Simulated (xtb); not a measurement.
Te(Cl)(NMe2) (C2H6ClNTe), SMILES CN(C)[Te]Cl. All values are semi-empirical tight-binding results from xtb (GFN2-xTB unless named), good for trends rather than for accurate numbers. The structure is a stationary point at GFN2-xTB. The structure was generated by enumeration, and PubChem lists no compound with its InChIKey, so it may never have been made. One conformer was computed; it need not be the lowest.

Optimised geometry:

Bond lengths (Å): Te1–Cl2 2.347, Te1–N3 2.018, N3–C4 1.443, N3–C5 1.443, C4–H6 1.093, C4–H7 1.097, C4–H8 1.088, C5–H9 1.097, C5–H10 1.093, C5–H11 1.088. Angles (°): Cl2–Te1–N3 91.3, Te1–N3–C4 117.7, Te1–N3–C5 117.6, C4–N3–C5 112.1, N3–C4–H6 108.7, N3–C4–H7 112.8, N3–C4–H8 109.4, H6–C4–H7 108.0, H6–C4–H8 108.6, H7–C4–H8 109.2, N3–C5–H9 112.9, N3–C5–H10 108.7, N3–C5–H11 109.3, H9–C5–H10 108.0, H9–C5–H11 109.2, H10–C5–H11 108.6.
Charge 0, spin multiplicity 1.

```
Quantity                                           Value
-----------------------------------------  -------------
orbital gap                                      3.17 eV
zero-point energy                          50.7 kcal/mol
G − E(el) at 298.15 K (modified RRHO)      29.6 kcal/mol
static polarisability (D4 model)              88.3 bohr³
solvation energy, GFN2-xTB/ALPB(water)     -2.0 kcal/mol
solvation energy, GFN2-xTB/ALPB(methanol)  -5.4 kcal/mol
```

Computed atomic charges and the Wiberg bond orders between heavy atoms:
charges (e) Te1 0.15, Cl2 -0.12, N3 -0.19, C4 -0.02, C5 -0.02, H6 0.04, H7 0.02, H8 0.05, H9 0.02, H10 0.04, H11 0.05. Bond orders Te1–Cl2 1.22, Te1–N3 1.13, N3–C4 1.03, N3–C5 1.03.
